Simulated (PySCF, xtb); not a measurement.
Al(F)2(OSiH3) (AlF₂H₃OSi), SMILES [F][Al]([F])[O][SiH3].

xtb with GFN2-xTB at its own geometry gives an orbital gap of 3.64 eV and a dipole moment of 2.49 D.

Geometry optimised at B3LYP-D3(BJ)/def2-SVP. The structure was generated by enumeration; whether it is a known compound was not checked. The values are those of a single conformer.

What does PySCF with PBE0/def2-TZVP give? (The exact figures need the calculation; the answer reports its results.)

gap 7.86 eV (levels -9.16 and -1.31 eV), dipole 1.44 D.
